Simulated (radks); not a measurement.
Question: The magnesium ion Mg+, [Ne] 3s1. All-electron calculation, non-relativistic Kohn-Sham, PBE, spin-polarised, spherical densities, point nucleus. Program: a radial shooting solver on a logarithmic mesh with Libxc functionals. Every spin shell is full or empty, so the densities are truly spherical. Functionals are evaluated on that one density, not self-consistently. Rank these orbital-free kinetic functionals by their error against the exact value of the orbitals, and give that value: Thomas-Fermi, von Weizsacker, TF + vW/9, LC94, revAPBEK, Perdew 92, Thakkar, Pearson, LKT, PG1, DePristo-Kress, Ernzerhof.

Answer: Exact: 199.333 hartree. From best to worst, with 100 (|E| - |E exact|)/|E exact| (equal figures are ties): Thakkar -0.03, DePristo-Kress -0.06, LC94 +0.08, Ernzerhof +0.26, Perdew 92 -0.53, TF + vW/9 -0.54, revAPBEK +0.64, Pearson -1.99, Thomas-Fermi -7.92, PG1 +28.01, von Weizsacker -33.59, LKT +34.25.
